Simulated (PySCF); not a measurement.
Vertical excitations of a molecule C4H7FSi from TDA-PBE/def2-SVPD (PySCF), as energy in eV (oscillator strength): 6.16 (0.011), 6.21 (0.022), 6.36 (0.001), 6.46 (0.001), 6.54 (0.002), 6.67 (0.015), 6.76 (0.019), 6.82 (0.009), 6.99 (0.007), 7.33 (0.029). Lowest triplet (TDA): 5.24 eV. The structure is a stationary point at PBE0-D3(BJ)/def2-SVP. One conformer was computed; it need not be the lowest.

Task: Which structure fits?
A. C#CC[SiH2]CF
B. C[C@@H](F)C#C[SiH3]
C. C=C=C[C@@H](F)[SiH3]
D. C#CC[Si@@H](C)F

Result: D, C#CC[Si@@H](C)F
